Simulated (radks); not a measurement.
Results of a calculation; reference values are marked as such.
The lutetium ion Lu13+, 58 electrons, occupied as [Kr] 4d10 4f10 5s2. Code: a radial shooting solver on a logarithmic mesh with Libxc functionals. Model: scalar-relativistic Kohn-Sham, LDA (Slater exchange, VWN5 correlation), spin-polarised, spherical densities, finite nucleus; open shells are filled with parallel spins first (spin-orbit coupling, left out, can overturn this in heavy ions); Fermi nuclear charge, rms radius 5.37 fm. Some entries of the table are withheld. Estimate them.

orbital,occ.,eigenvalue (eV),r(max) (bohr),<r> (bohr)
1s down,1,-63447.29,0.01215,0.01934
1s up,1,-63447.28,0.01215,0.01934
2s up,1,-11030.47,0.06937,0.08190
2s down,1,-11030.35,0.06937,0.08189
2p up,3,-9743.264,0.05661,0.07294
2p down,3,-9743.176,0.05661,0.07294
3s up,1,-2713.458,0.1959,0.2129
3s down,1,-2710.903,0.1959,0.2128
3p up,3,-2326.965,0.1933,0.2125
3p down,3,-2324.417,0.1932,0.2123
3d up,5,-1861.131,0.1574,0.1925
3d down,5,-1859.145,0.1573,0.1924
4s up,1,-755.3378,0.4448,0.4742
4s down,1,-750.7234,0.4448,0.4745
4p up,3,-626.9598,0.4649,0.5014
4p down,3,-622.4791,0.4649,0.5018
4d up,5,-459.0889,(1),0.5321
4d down,5,-454.7410,(2),0.5330
5s up,1,-289.1737,(3),1.004
5s down,1,-286.9714,(4),1.008
4f up,7,(5),0.4464,0.5824
4f down,3,(6),0.4475,0.5860

Answer. 
(1) 4d up r(max) (bohr): 0.4760
(2) 4d down r(max) (bohr): 0.4762
(3) 5s up r(max) (bohr): 0.9580
(4) 5s down r(max) (bohr): 0.9611
(5) 4f up eigenvalue (eV): -271.1314
(6) 4f down eigenvalue (eV): -266.8321
